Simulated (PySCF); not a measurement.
Problem. What does the PBE0-D3(BJ)/def2-SVP structure of `C[O][W](=[NH])(=[NH])[O]C` (W(NH)2(OMe)2) look like in three dimensions? (Singlet state.)

Solution. 
Z-matrix in Å and degrees, rows numbered from 1:
```
W 
N   1  1.7516
H   2  1.0129  1  160.45
N   1  1.7535  2  108.85  3     1.10
H   4  1.0140  1  155.89  2     0.19
O   1  1.8858  2  109.49  3  -117.89
C   6  1.3914  1  141.66  2    68.70
H   7  1.1045  6  111.34  1    50.84
H   7  1.1045  6  111.06  1   -70.17
H   7  1.1023  6  109.24  1   170.47
O   1  1.8854  2  109.24  3   119.97
C  11  1.3917  1  141.47  2   -62.32
H  12  1.1042 11  111.24  1   -56.24
H  12  1.1023 11  109.19  1  -175.79
H  12  1.1043 11  111.10  1    64.77
```

N2 (nitrogen bonded to W and H) is bent (angle 160.4°). W1 (tungsten bonded to 2 N and 2 O) is tetrahedral (angles from 108.8° to 111.3°).

Level of theory: PBE0-D3(BJ)/def2-SVP geometry optimisation, gas phase, def2 core potentials past Kr in PySCF 2.14.0.

Point group: near C2v, missed by 0.25 Å at most; the miss may be what the optimiser left on a soft mode (Cs holds within 0.08 Å). Stationary, but not proved a minimum. Torsions: N4–W1–N2–H 1°, N2–W1–N4–H 0°, N2–W1–O6–C7 69°, N2–W1–O11–C12 -62°.

Hardware: one thread, Arm Neoverse V2 (aarch64), shared host. Cost: 2.2 min, 0.61 GiB resident at most. That covers the optimisation of the geometry.
